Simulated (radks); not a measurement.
All-electron atom: neutral gold in [Xe] 4f14 5d10 6s1.

Calculated with a radial shooting solver on a logarithmic mesh with Libxc functionals: scalar-relativistic Kohn-Sham, BLYP, spin-polarised, spherical densities, finite nucleus; open shells are filled with parallel spins first (spin-orbit coupling, left out, can overturn this in heavy ions); Fermi nuclear charge, rms radius 5.4371 fm.

Energy parts (eV):
| part | energy |
|---|---|
| total | -517251.28 |
| kinetic | 578428.08 |
| electron-nucleus | -1286759.64 |
| Hartree | 200963.78 |
| exchange-correlation | -9883.50 |

Orbitals (lengths in bohr, moments of r in powers of bohr; r(max) is where P^2 peaks; r(90%) holds 90 % of the orbital's charge):
orbital  occ.  eigenvalue (eV)  r(90%)      <r^2>   r(max)       <r^4>
1s up       1        -80749.15  0.0308  0.0003933  0.01042   4.248e-07
1s down     1        -80749.14  0.0308  0.0003933  0.01042   4.248e-07
2s up       1        -14248.43   0.111   0.005996  0.06018  0.00006226
2s down     1        -14248.42   0.111   0.005996  0.06018  0.00006226
2p up       3        -12322.52   0.105   0.005046  0.04981  0.00005050
2p down     3        -12322.52   0.105   0.005046  0.04981  0.00005050
3s up       1        -3362.765   0.270    0.03867   0.1697    0.002251
3s down     1        -3362.757   0.270    0.03867   0.1697    0.002251
3p up       3        -2803.872   0.277    0.03974   0.1690    0.002474
3p down     3        -2803.864   0.277    0.03974   0.1690    0.002474
3d up       5        -2205.574   0.260    0.03292   0.1376    0.001901
3d down     5        -2205.569   0.260    0.03292   0.1376    0.001901
4s up       1        -729.5042   0.584     0.1870   0.3827     0.05050
4s down     1        -729.4932   0.584     0.1870   0.3827     0.05050
4p up       3        -546.1639   0.629     0.2137   0.4027     0.06754
4p down     3        -546.1510   0.629     0.2136   0.4027     0.06754
4d up       5        -325.7286   0.684     0.2428   0.4103     0.09358
4d down     5        -325.7131   0.684     0.2428   0.4103     0.09358
4f up       7         -81.0125   0.801     0.3016   0.3754      0.1876
4f down     7         -80.9954   0.801     0.3016   0.3754      0.1875
5s up       1        -108.2591    1.33     0.9639   0.8475       1.354
5s down     1        -108.2449    1.32     0.9635   0.8476       1.352
5p up       3         -59.6859    1.56      1.304   0.9522       2.598
5p down     3         -59.6542    1.56      1.301   0.9522       2.581
5d up       5          -6.8538    2.61      3.243    1.217       22.51
5d down     5          -6.6165    2.57      3.182    1.214       21.76
6s up       1          -6.0021    4.32      9.442    2.326       151.1
6s down     0          -5.4784    4.41      9.741    2.322       164.4

The highest occupied level is 6s up at -6.002 eV. The density falls to 0.001 e/bohr^3 at r = 4.29 bohr. For comparison, the ionisation energy in NIST's Atomic Spectra Database is 9.226 eV (measured). In exact Kohn-Sham theory the highest level is minus the ionisation energy, but local and semilocal functionals leave it too shallow, through self-interaction and a potential that decays too fast; potentials with the right tail come closer. The spin density at the nucleus is 127.5 e/bohr^3 (1s 0.4, 2s 0.2, 3s 0.0, 4s -0.1, 5s 0.2, 6s 126.8). Summed over all electrons, <r^2> = 60.31 bohr^2, which gives a Langevin (diamagnetic) susceptibility term of -47.8 x 10^-6 cm^3/mol.
